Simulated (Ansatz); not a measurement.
Reactions of `C[S][Sn]([F])([F])[F]`.

Isolated molecules relaxed with PBE0-D4/def2-TZVP in Ansatz; ΔE leaves out vibrations. CCSD(T)/CBS is the MP2 limit (def2-TZVPP, def2-QZVPP) plus CCSD(T) − MP2 in def2-TZVPP, frozen cores. This one scheme is used for every species, atoms too. For atomizations the MP2-based limit and the directly extrapolated one differ by several kJ/mol either way, and by 10 to 25 for some Ge, Se and Sn compounds, so smaller differences from it don't rank the levels. DFT in def2-TZVPP. No spin–orbit coupling; open shells (•) take unrestricted orbitals. Spin–orbit coupling would lower the free atoms: a little for C, F, S; strongly for Sn. Elements past krypton have def2 core potentials. For I, Sn outer-core shells are correlated without core-valence functions, so the limit isn't a true one: a few kJ/mol of doubt a bond, and 10 to 20 or more in all where bonds break to atoms. One conformer a species, not always the lowest.

```json
{"reaction": "`C[S][Sn]([F])([F])[F]` + `C#N` → `N#[C][Sn]([F])([F])[F]` + CH₃SH", "MP2/CBS(def2) (eV)": "0.83", "PBE-D4 (eV)": "0.85", "CCSD/CBS(def2) (eV)": "0.77", "CCSD(T)/CBS(def2) (eV)": "0.78"}
{"reaction": "`C[S][Sn]([F])([F])[F]` → C• + 3 F• + 3 H• + S• + Sn•", "MP2/CBS(def2) (eV)": "34.05", "PBE-D4 (eV)": "33.56", "CCSD/CBS(def2) (eV)": "32.33", "CCSD(T)/CBS(def2) (eV)": "33.03"}
{"reaction": "`C[S][Sn]([F])([F])[F]` + H₂ → `C[S][SnH]([F])[F]` + H–F", "MP2/CBS(def2) (eV)": "0.26", "PBE-D4 (eV)": "0.26", "CCSD/CBS(def2) (eV)": "0.19", "CCSD(T)/CBS(def2) (eV)": "0.23"}
{"reaction": "`C[S][Sn]([F])([F])[F]` + H–F → `[F][Sn]([F])([F])[F]` + CH₃SH", "MP2/CBS(def2) (eV)": "0.50", "PBE-D4 (eV)": "0.45", "CCSD/CBS(def2) (eV)": "0.40", "CCSD(T)/CBS(def2) (eV)": "0.42"}
{"reaction": "`C[S][Sn]([F])([F])[F]` + HI → `[F][Sn]([F])([F])[I]` + CH₃SH", "MP2/CBS(def2) (eV)": "-0.45", "PBE-D4 (eV)": "-0.34", "CCSD/CBS(def2) (eV)": "-0.43", "CCSD(T)/CBS(def2) (eV)": "-0.41"}
```

Largest T1 diagnostic: 0.015, for `N#[C][Sn]([F])([F])[F]`.
